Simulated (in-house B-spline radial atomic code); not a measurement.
**TDHF excitations of the krypton ion Kr⁶⁺**

Method: TDHF. Computed with an all-electron radial atomic-structure program (B-spline basis): linear response of the closed shell [Ar] 3d10 4s2 with bare exchange (time-dependent Hartree-Fock); scalar-relativistic (spin-free one-electron X2C), finite nucleus, no spin-orbit coupling, no double excitations, S, P, D and F terms only; shells from n = 2 respond. Only terms of natural parity with L up to 3 were computed.

Command:
```bash
python run_td.py task.json out
```
Settings (radii: box in bohr, nucleus in fm):
```
Z                        36
electrons                30
configuration            [Ar] 3d10 4s2
hamiltonian              x2c
method                   hf
box_radius               14.35
rms_radius               4.1884
intervals                70
```

Run time, properties included: 0.8 s on 1 thread of AMD EPYC 9R14 (Zen 4), on a shared host.

The lowest states, in the order of their Tamm-Dancoff energies; the method's threshold (minus the highest occupied level) is 107.21 eV. Labels give the largest channel, * marks a mixed state, and oscillator strengths are full-response dipole values. Energies in eV:

```tsv
state	full response	Tamm-Dancoff	oscillator strength
4s → 4p 3P	13.207	13.806	-
4s → 4p 1P	20.506	21.056	1.57
4s → 4d 3D	42.10	42.13	-
4s → 4d 1D	44.69	44.74	-
4s → 5s 3S	52.89	52.90	-
4s → 5s 1S	54.36	54.40	-
4s → 5p 3P	59.91	59.92	-
4s → 5p 1P	60.61	60.65	0.0889
4s → 4f 3F	?	?	-
4s → 4f 1F	64.77	64.78	-
4s → 5d 3D	?	?	-
4s → 5d 1D	70.76	70.78	-
4s → 6s 3S	74.63	74.63	-
4s → 6s 1S	75.09	75.11	-
4s → 6p 3P	77.95	77.95	-
4s → 6p 1P	78.20	78.21	0.0433
4s → 5f 3F	79.49	79.49	-
4s → 5f 1F	79.88	79.88	-
```

Question: Where does 4s → 4f 3F lie?

Answer: At 63.83 eV in full response, 63.84 eV in Tamm-Dancoff.

Question: Where does 4s → 5d 3D lie?

Answer: At 70.23 eV in full response, 70.23 eV in Tamm-Dancoff.

Question: How large is the singlet-triplet splitting of 4s → 4p (P terms) in Tamm-Dancoff?

Answer: 7.25 eV, from the unrounded values.

Question: What polarisabilities and dispersion coefficient does the method give?

Answer: Dipole 3.017 bohr³, quadrupole 3.113 bohr⁵, C6 6.013 hartree·bohr⁶ for two such species.
